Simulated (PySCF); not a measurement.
A series of related molecules.

All values: PBE0/pcSseg-1 (PySCF) at GFN2-xTB geometries, gas phase, one conformer each.

Question: Rank by HOMO–LUMO gap, highest first.
A. `[C@H]([SiH2]/C=C/CF)([SiH3])C=C`
B. `FC/C=C/[SiH2][C@H]([SiH3])O[SiH3]`
C. `FC/C=C/[SiH2]C[SiH3]`
D. `NC[C@@H]([SiH3])[SiH2]/C=C/CF`

Answer: C (7.37 eV), B (6.80 eV), A (6.43 eV), D (6.25 eV).

Question: Rank by dipole moment, highest first.
A. `[CH2:1]=[CH:2][C@H:3]([SiH3:4])[SiH2:5]/[CH:6]=[CH:7]/[CH2:8][F:9]` with C1–C2–C3–Si4 -115°, C2–C3–Si5–C6 180°, C3–Si5–C6–C7 119°, C6–C7–C8–F9 144°
B. `[CH3:1][C:2]#[C:3][C@@H:4]([SiH3:5])[SiH2:6]/[CH:7]=[CH:8]/[CH2:9][F:10]` with C3–C4–Si6–C7 -176°, C4–Si6–C7–C8 -107°, C7–C8–C9–F10 -138°
C. `[F:1][CH2:2]/[CH:3]=[CH:4]/[SiH2:5][C@H:6]([SiH3:7])[O:8][SiH3:9]` with F1–C2–C3–C4 -145°, C3–C4–Si5–C6 -127°, C4–Si5–C6–Si7 59°, Si5–C6–O8–Si9 -122°
D. `[F:1][CH2:2]/[CH:3]=[CH:4]/[SiH2:5][CH2:6][SiH3:7]` with F1–C2–C3–C4 0°, C3–C4–Si5–C6 20°, C4–Si5–C6–Si7 65°
E. `[NH2:1][CH2:2][C@@H:3]([SiH3:4])[SiH2:5]/[CH:6]=[CH:7]/[CH2:8][F:9]` with H–N1–C2–C3 66° and -53°, N1–C2–C3–Si4 178°, C2–C3–Si5–C6 -165°, C3–Si5–C6–C7 -105°, C6–C7–C8–F9 -139°

Answer: D (2.00 D), C (1.81 D), B (1.50 D), A (1.27 D), E (1.03 D).

Question: Rank by the highest Hirshfeld charge on any atom, highest value first.
A. `CC#C[C@@H]([SiH3])[SiH2]/C=C/CF`
B. `[SiH2](/C=C/CF)[C@@H](O[SiH3])[SiH3]`
C. `NC[C@@H]([SiH3])[SiH2]/C=C/CF`

Answer: B (+0.377 e), A (+0.340 e), C (+0.323 e).

All values together:

```json
{"SMILES": "FC/C=C/[SiH2]C[SiH3]", "change": "parent", "formula": "C4H11FSi2", "μ (D)": "2.00", "HOMO (eV)": "-7.72", "LUMO (eV)": "-0.35", "lowest IAO charge (e)": "-0.825 (C)", "highest IAO charge (e)": "+0.767 (Si)", "lowest Hirshfeld charge (e)": "-0.245 (C)", "highest Hirshfeld charge (e)": "+0.337 (Si)"}
{"SMILES": "CC#C[C@@H]([SiH3])[SiH2]/C=C/CF", "change": "H on C replaced by propynyl", "formula": "C7H13FSi2", "μ (D)": "1.50", "HOMO (eV)": "-6.88", "LUMO (eV)": "-0.71", "lowest IAO charge (e)": "-0.652 (C)", "highest IAO charge (e)": "+0.782 (Si)", "lowest Hirshfeld charge (e)": "-0.180 (C)", "highest Hirshfeld charge (e)": "+0.340 (Si)"}
{"SMILES": "C=C[C@H]([SiH3])[SiH2]/C=C/CF", "change": "H on C replaced by vinyl", "formula": "C6H13FSi2", "μ (D)": "1.27", "HOMO (eV)": "-7.08", "LUMO (eV)": "-0.65", "lowest IAO charge (e)": "-0.640 (C)", "highest IAO charge (e)": "+0.766 (Si)", "lowest Hirshfeld charge (e)": "-0.189 (C)", "highest Hirshfeld charge (e)": "+0.334 (Si)"}
{"SMILES": "NC[C@@H]([SiH3])[SiH2]/C=C/CF", "change": "H on C replaced by CH2NH2", "formula": "C5H14FNSi2", "μ (D)": "1.03", "HOMO (eV)": "-6.92", "LUMO (eV)": "-0.68", "lowest IAO charge (e)": "-0.663 (C)", "highest IAO charge (e)": "+0.734 (Si)", "lowest Hirshfeld charge (e)": "-0.236 (N)", "highest Hirshfeld charge (e)": "+0.323 (Si)"}
{"SMILES": "FC/C=C/[SiH2][C@H]([SiH3])O[SiH3]", "change": "H on C replaced by OSiH3", "formula": "C4H13FOSi3", "μ (D)": "1.81", "HOMO (eV)": "-7.40", "LUMO (eV)": "-0.61", "lowest IAO charge (e)": "-0.651 (O)", "highest IAO charge (e)": "+0.873 (Si)", "lowest Hirshfeld charge (e)": "-0.218 (O)", "highest Hirshfeld charge (e)": "+0.377 (Si)"}
```

Conformers: `[F:1][CH2:2]/[CH:3]=[CH:4]/[SiH2:5][CH2:6][SiH3:7]` with F1–C2–C3–C4 0°, C3–C4–Si5–C6 20°, C4–Si5–C6–Si7 65°; `[CH3:1][C:2]#[C:3][C@@H:4]([SiH3:5])[SiH2:6]/[CH:7]=[CH:8]/[CH2:9][F:10]` with C3–C4–Si6–C7 -176°, C4–Si6–C7–C8 -107°, C7–C8–C9–F10 -138°; `[CH2:1]=[CH:2][C@H:3]([SiH3:4])[SiH2:5]/[CH:6]=[CH:7]/[CH2:8][F:9]` with C1–C2–C3–Si4 -115°, C2–C3–Si5–C6 180°, C3–Si5–C6–C7 119°, C6–C7–C8–F9 144°; `[NH2:1][CH2:2][C@@H:3]([SiH3:4])[SiH2:5]/[CH:6]=[CH:7]/[CH2:8][F:9]` with H–N1–C2–C3 66° and -53°, N1–C2–C3–Si4 178°, C2–C3–Si5–C6 -165°, C3–Si5–C6–C7 -105°, C6–C7–C8–F9 -139°; `[F:1][CH2:2]/[CH:3]=[CH:4]/[SiH2:5][C@H:6]([SiH3:7])[O:8][SiH3:9]` with F1–C2–C3–C4 -145°, C3–C4–Si5–C6 -127°, C4–Si5–C6–Si7 59°, Si5–C6–O8–Si9 -122°.

Give the shifts from the parent, `FC/C=C/[SiH2]C[SiH3]`.

| SMILES | change in μ (D) | change in HOMO (eV) | change in LUMO (eV) |
| --- | --- | --- | --- |
| CC#C[C@@H]([SiH3])[SiH2]/C=C/CF | -0.50 | +0.84 | -0.36 |
| C=C[C@H]([SiH3])[SiH2]/C=C/CF | -0.73 | +0.64 | -0.30 |
| NC[C@@H]([SiH3])[SiH2]/C=C/CF | -0.97 | +0.80 | -0.33 |
| FC/C=C/[SiH2][C@H]([SiH3])O[SiH3] | -0.19 | +0.32 | -0.26 |
